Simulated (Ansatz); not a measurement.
Geometry optimisation, Ansatz 0.2.0, RKS r2SCAN/def2-SVP.

The input (input.yaml):

```yaml
crystal:
  periodic: [false, false, false]
  atoms:
    - { symbol: B, position_ang: [0.0, 0.0, 0.0] }
    - { symbol: F, position_ang: [0.0, 0.0, 1.67] }
    - { symbol: F, position_ang: [1.1431, 0.0, -0.66] }
    - { symbol: O, position_ang: [-1.2211, 0.0, -0.705] }
    - { symbol: H, position_ang: [-1.7308, -0.8467, -0.4965] }
    - { symbol: Cl, position_ang: [0.0968, 2.0475, 0.6811] }
    - { symbol: H, position_ang: [0.0504, 1.0668, 1.6505] }
basis:
  gaussian: { orbitals: def2-SVP }
hamiltonian:
  xc: r2scan
relax:
  f_tol: 0.15
  max_steps: 25
  restrain:
    - { distance: [0, 5], at: 3.06, k: 30.0 }
    - { distance: [6, 1], at: 2.12, k: 30.0 }
    - { distance: [0, 1], at: 1.32, k: 30.0 }
    - { distance: [6, 5], at: 1.37, k: 30.0 }
output:
  orbitals: {}
```

Run as:

```bash
$ ansatz run input.yaml --threads 2 --pin off --max-ram 3072MiB --backend cpu --events-out ev --progress --plain --runs-dir out
```

Task: Where does it end, and by what steps?

Result: The forces met the threshold. The restraints hold the end off the free minimum. After 9 steps the energy has fallen by 2.832 eV (the restraints' own energy left out); F2 moved furthest, 0.62 Å.

```json
{"step": "0", "energy less start (eV)": "0.0000", "largest force component (eV/Å)": "6.248", "accepted": "yes"}
{"step": "1", "energy less start (eV)": "-1.1422", "largest force component (eV/Å)": "3.039", "accepted": "yes"}
{"step": "2", "energy less start (eV)": "-1.9109", "largest force component (eV/Å)": "2.976", "accepted": "yes"}
{"step": "3", "energy less start (eV)": "-2.3646", "largest force component (eV/Å)": "2.417", "accepted": "yes"}
{"step": "4", "energy less start (eV)": "-2.5649", "largest force component (eV/Å)": "2.278", "accepted": "yes"}
{"step": "5", "energy less start (eV)": "-2.6147", "largest force component (eV/Å)": "1.662", "accepted": "yes"}
{"step": "6", "energy less start (eV)": "-2.7683", "largest force component (eV/Å)": "1.134", "accepted": "yes"}
{"step": "7", "energy less start (eV)": "-2.8230", "largest force component (eV/Å)": "0.999", "accepted": "yes"}
{"step": "8", "energy less start (eV)": "-2.8282", "largest force component (eV/Å)": "0.963", "accepted": "yes"}
{"step": "9", "energy less start (eV)": "-2.8315", "largest force component (eV/Å)": "0.925", "accepted": "yes"}
```

```xyz
7
Properties=species:S:1:pos:R:3
B 0.025 -0.322 -0.067
F -0.022 -0.468 1.258
F 1.210 -0.161 -0.623
O -1.075 -0.408 -0.832
H -1.887 -0.518 -0.323
Cl -0.098 2.567 0.941
H 0.186 1.577 1.785
```

Time of the run: 29 s on 2 threads of Arm Neoverse V1 (shared host), peak memory 0.16 GiB.
